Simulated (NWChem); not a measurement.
Molecule: C2H3F3Si; SMILES FC(F)=C(F)[SiH3]

Task: Give the equilibrium geometry at PBE0/def2-SVP (NWChem) as an XYZ file, with the point group.

Result: point group Cs; any orientation.
```
9

F     -1.3727     1.1114    -0.6817
C     -0.1707     1.0014    -0.1748
F      0.4126     2.1627    -0.0585
C      0.3780    -0.1671     0.1759
F      1.6243    -0.1253     0.6848
Si    -0.4054    -1.8694     0.0350
H      0.4463    -2.7232    -0.8429
H     -0.4735    -2.4848     1.3921
H     -1.7702    -1.7253    -0.5421
```
